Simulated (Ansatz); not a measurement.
One geometry of Cu₂Ag₇⁻, several levels of theory.

```yaml
crystal:
  periodic: [false, false, false]
  atoms:
    - {symbol: Ag, position_ang: [-0.809346, -1.838145, 0.320404]}
    - {symbol: Ag, position_ang: [-0.564783, 2.667755, 0.665314]}
    - {symbol: Ag, position_ang: [2.155357, 1.523394, 0.967894]}
    - {symbol: Ag, position_ang: [1.074228, -1.780948, -1.874011]}
    - {symbol: Ag, position_ang: [1.854346, -1.210412, 0.741147]}
    - {symbol: Ag, position_ang: [-1.657449, -0.640306, -2.167559]}
    - {symbol: Ag, position_ang: [-2.257576, 0.520710, 0.295574]}
    - {symbol: Cu, position_ang: [0.265441, 0.455462, -0.683864]}
    - {symbol: Cu, position_ang: [-0.060206, 0.302480, 1.735091]}
basis:
  gaussian: {orbitals: def2-TZVP, initial_orbitals: start.molden}
total_charge: -1
hamiltonian: {xc: pbe0, dispersion: d4}
scf: {omitted_lower_state_checks: [starts]}
output: {orbitals: {seedname: orbitals}}
```

The file start.molden holds the orbitals of an earlier run on this structure, at another level or in another basis.

```sh
$ ansatz run in.yaml --threads 6 --pin off --events-out ev --progress --plain --max-ram 7833MiB
```

Shortened log:

```
Functional definition: PBE0
3786 factors; their error is unknown
mean field evaluation 1: about -117274.0807 eV, gradient 1.2e2 eV
mean field evaluation 2: about -117275.4853 eV, gradient 3.0e0 eV
mean field evaluation 4: about -117275.7742 eV, gradient 2.0e-1 eV
mean field evaluation 8: about -117275.7742 eV, gradient 2.5e-5 eV
mean field -117275.77421642 eV, -4309.8052100786 hartree, gradient 2.5e-5 eV, S^2 0.000000; 0 other end points of the search recorded, 0 dependent functions left out
reference -117275.77424873 eV, -4309.8052112658 hartree; 96, 96 occupied and 274, 274 virtual orbitals, 3786 factors
Total energy: -117276.73350590 eV, -4309.8404633169 hartree
Checks for a lower state left out: starts
```

Hardware: 6 threads of Intel Xeon on a shared host. Wall time 28 s, peak host memory 3.5 GiB.

As the first input, with `hamiltonian: {xc: pbe, dispersion: d4}` (abridged; 9 s):

```
Functional definition: PBE
mean field -117281.00725859 eV, -4309.9975208313 hartree, gradient 2.1e-5 eV, S^2 0.000000
Total energy: -117282.10377980 eV, -4310.0378172425 hartree
Checks for a lower state left out: starts
```

Geometry: PBE0-D4/def2-SVP.

In the def2 sets Ag takes a core potential; there is no spin–orbit coupling. The structure comes from a short search, and lower isomers may exist.
